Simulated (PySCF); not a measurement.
# Sc: excitation energy

Sc [Ar] 3d1 4s2 (2D) → Sc [Ar] 3d2 4s1, s spin flipped, as a difference of total energies. Computed with PySCF 2.14 in x2c-TZVPPall (6s5p4d2f1g, 64 functions), with the spin-free X2C one-electron Hamiltonian (Gaussian nucleus). Correlated levels: valence: [Ar] frozen; valence and next inner shell: [Ne] frozen. The calculations carry no spin-orbit coupling.

```tsv
method	excitation energy (cm⁻¹)
UHF	13647
LDA	10183
PBE	10116
PBE0	10668
TPSS	9622.3
M06-2X	12106
PW91	10020
MP2 (valence)	15943
SCS-MP2 (valence)	16911
MP2 (valence and next inner shell)	16326
SCS-MP2 (valence and next inner shell)	17214
```

The upper determinant mixes two multiplicities, so it lies between the two terms.
